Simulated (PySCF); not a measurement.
**`N#CC=C=C(Cl)C#N`, C$_{5}$HClN$_{2}$**

Molfile (atoms numbered from 1):
```
C5HClN2
     RDKit          3D

  9  8  0  0  0  0  0  0  0  0999 V2000
   -2.9673    2.1859    0.0874 N   0  0  0  0  0  0  0  0  0  0  0  0
   -2.3211    1.2585   -0.1669 C   0  0  0  0  0  0  0  0  0  0  0  0
   -1.5508    0.1004   -0.4938 C   0  0  0  0  0  0  0  0  0  0  0  0
   -0.2773   -0.0195   -0.1982 C   0  0  0  0  0  0  0  0  0  0  0  0
    0.9974   -0.1524    0.0899 C   0  0  0  0  0  0  0  0  0  0  0  0
    1.5279   -0.8456    1.5872 Cl  0  0  0  0  0  0  0  0  0  0  0  0
    2.0252    0.2621   -0.8133 C   0  0  0  0  0  0  0  0  0  0  0  0
    2.8653    0.5911   -1.5403 N   0  0  0  0  0  0  0  0  0  0  0  0
   -2.0710   -0.7141   -1.0171 H   0  0  0  0  0  0  0  0  0  0  0  0
  1  2  3  0
  2  3  1  0
  3  4  2  0
  4  5  2  0
  5  6  1  0
  5  7  1  0
  7  8  3  0
  3  9  1  0
M  END
```

Level of theory: PySCF, TDDFT CAM-B3LYP/def2-TZVPD circular dichroism and optical rotation, one conformer, gas phase. Geometry: PBE0-D3(BJ)/def2-SVP.

No stereocentre is labelled: unless the shape is locked (an allene, a helicene, a hindered biaryl), the mirror image is equally populated and a measured rotation or CD is zero.

(1) Which excitations and rotatory strengths does the calculation give?

Results:

(1) Rotatory strengths R in 10⁻⁴⁰ esu² cm², velocity form and length form (origin at the centre of mass); f in length form.
| state | E (eV) | λ (nm) | f | R (velocity) | R (length) | main |
| --- | --- | --- | --- | --- | --- | --- |
| 1 | 4.37 | 283 | 0.0002 | +0.3 | +0.4 | HOMO→LUMO 0.96 |
| 2 | 5.42 | 229 | 0.0002 | -0.2 | -0.2 | HOMO−1→LUMO+1 0.93 |
| 3 | 5.83 | 213 | 0.009 | +3.3 | +3.3 | HOMO→LUMO+1 0.52, HOMO−1→LUMO 0.38 |
| 4 | 6.06 | 204 | 0.945 | +15.3 | +14.6 | HOMO−1→LUMO 0.53, HOMO→LUMO+1 0.36 |
| 5 | 6.16 | 201 | 0.0002 | -4.0 | -4.0 | HOMO−3→LUMO 0.85 |
| 6 | 6.46 | 192 | 0.006 | -4.4 | -4.3 | HOMO−2→LUMO 0.75, HOMO−5→LUMO 0.08 |
| 7 | 6.50 | 191 | 0.0001 | +0.6 | +0.6 | HOMO−2→LUMO+1 0.62, HOMO−5→LUMO+1 0.20 |
| 8 | 6.72 | 184 | 0.0007 | -0.6 | -0.6 | HOMO−4→LUMO 0.67, HOMO−2→LUMO+1 0.11 |
| 9 | 6.86 | 181 | 0.0005 | +0.7 | +0.7 | HOMO→LUMO+3 0.54, HOMO→LUMO+2 0.17 |
| 10 | 6.94 | 179 | 0.008 | +1.6 | +1.5 | HOMO−4→LUMO+1 0.53, HOMO−5→LUMO 0.33 |
| 11 | 7.04 | 176 | 0.003 | +0.5 | +0.5 | HOMO−5→LUMO+1 0.64, HOMO−2→LUMO+1 0.21 |
| 12 | 7.29 | 170 | 0.0007 | -0.8 | -0.7 | HOMO−1→LUMO+2 0.27, HOMO−1→LUMO+6 0.25 |

Among the states computed, the strongest CD band (largest |R|) is state 4. The largest dissymmetry factor in size, g = 4R/(D+G), with D and G the electric and magnetic dipole strengths, is -0.15 for state 5 (velocity form, f = 0.0002), among bands with |R| over 0.5. The mirror image has the same energies and oscillator strengths and all R with the opposite sign.
